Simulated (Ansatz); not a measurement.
Two isomers of CH4BFN2: A = `N/C=N/BF`, B = `FB1NCN1`.

Program: Ansatz. Geometries: PBE0-D4/def2-TZVP. ΔE: electronic, gas phase. CCSD(T)/CBS adds triple-zeta CCSD(T) − MP2 to the extrapolated MP2 energy (def2 sets, frozen cores). DFT in def2-TZVPP. One conformer a species, not always the lowest.

A:

```xyz
9

N    -1.511    0.944    0.048
C    -0.269    0.451    0.039
N    -0.021   -0.800   -0.090
B     1.342   -1.182   -0.080
F     1.666   -2.464   -0.216
H    -2.285    0.307   -0.049
H    -1.687    1.925    0.150
H     0.509    1.220    0.152
H     2.256   -0.402    0.047
```

B:

```xyz
9

F     2.338    0.454    0.503
B     1.068    0.207    0.230
N     0.162    0.733   -0.742
C    -0.850   -0.165   -0.183
N     0.105   -0.681    0.799
H     0.234    0.941   -1.722
H    -1.206   -0.928   -0.883
H    -1.702    0.364    0.258
H    -0.149   -0.924    1.740
```

Task: Which isomer does CCSD(T)/CBS put lower? Give the gap. (Best estimate.)

Result: Ansatz gave: B, by 48.8 kJ/mol.

Task: Give E(B) − E(A) in kJ/mol with r2SCAN-D4, ωB97M-V, HF/def2-TZVPP, CCSD(T)/def2-TZVPP, LDA (SPW92), PBE0-D4, CCSD/def2-TZVPP. (Estimate.)

Result: The calculation gave: r2SCAN-D4 -34.1, ωB97M-V -44.0, HF/def2-TZVPP -21.7, CCSD(T)/def2-TZVPP -45.9, LDA (SPW92) -58.2, PBE0-D4 -48.5, CCSD/def2-TZVPP -48.2. None reverses the order clearly.

Task: Does the order hold for the free energy at 298.15 K (harmonic terms from PBE0-D4)? (Best estimate.)

Result: The calculation gave: Yes: G(B) − G(A) = -34.7 kJ/mol, for one conformer each.

Largest T1 diagnostic: 0.014.

In def2-TZVPP, CCSD(T) changes the Hartree–Fock value by −24.2 kJ/mol (the triples alone add +2.3 kJ/mol) and MP2 by −27.7 kJ/mol. From r2SCAN to r2SCAN0 (25 % exact exchange), in def2-TZVPP and without D4, E(B) − E(A) moves by −10.4 kJ/mol.
